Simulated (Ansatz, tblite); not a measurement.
Removing and adding an electron: LaCl3 (the lowest singlet isomer of a short search). The state is a singlet with charge 0. Geometry: PBE0-D4/def2-SVP. Ansatz, gas phase; energy differences of separate SCF runs; the oxidised species was run as a doublet alone; the reduced species was run as a doublet alone.

```xyz
4

La    0.177   -0.216   -0.023
Cl   -1.759   -1.158   -1.484
Cl    1.703    1.620   -1.055
Cl   -0.121   -0.245    2.562
```

In the def2 sets La takes a core potential; there is no spin–orbit coupling. The xTB rows come from tblite. HOMO above LUMO, or a gap near zero within one spin, warns that the state may not be the lowest or that an electron is smeared out. The structure comes from a short search, and lower isomers may exist.

```tsv
level	−HOMO (eV)	vertical IE (eV)	−LUMO (eV)	vertical EA (eV)	HOMO–LUMO gap (eV)	IE − EA (eV)	remarks
GFN1-xTB	13.15	15.15	11.58	8.65	1.57	6.50	–
GFN2-xTB	12.07	14.48	10.86	8.39	1.21	6.09	–
PBE-D4/def2-TZVP	7.54	10.12	3.50	–	4.04	–	gap within one spin near zero (+1 doublet)
PBE-D4/def2-TZVPD	7.58	–	3.51	1.47	4.07	–	HOMO above zero (-1 doublet)
r2SCAN-D4/def2-TZVP	7.88	10.39	3.13	–	4.76	–	gap within one spin near zero (+1 doublet)
r2SCAN-D4/def2-TZVPD	7.90	–	3.11	1.50	4.79	–	HOMO above zero (-1 doublet)
PBE0-D4/def2-TZVP	8.89	10.71	2.82	–	6.07	–	–
PBE0-D4/def2-TZVPD	8.92	–	2.82	1.48	6.10	–	HOMO above zero (-1 doublet)
```

Relaxing the oxidised species (PBE0-D4/def2-SVP) changes its energy by -0.76 eV at PBE0-D4/def2-TZVP, so the adiabatic ionisation energy to this nearest minimum is 9.95 eV. At PBE-D4/def2-TZVP it is 9.70 eV. In the charge 1 doublet, Cl3 and Cl4 lie 2.69 Å apart (atoms count from 1), so these atoms are partly bonded to each other.    A HOMO above zero means that the electron is unbound at that level or that self-interaction error raises the level; the energy of removing that electron tells which. Raw xTB energy differences between charge states are shifted by several eV; the methods need an empirical correction for them.
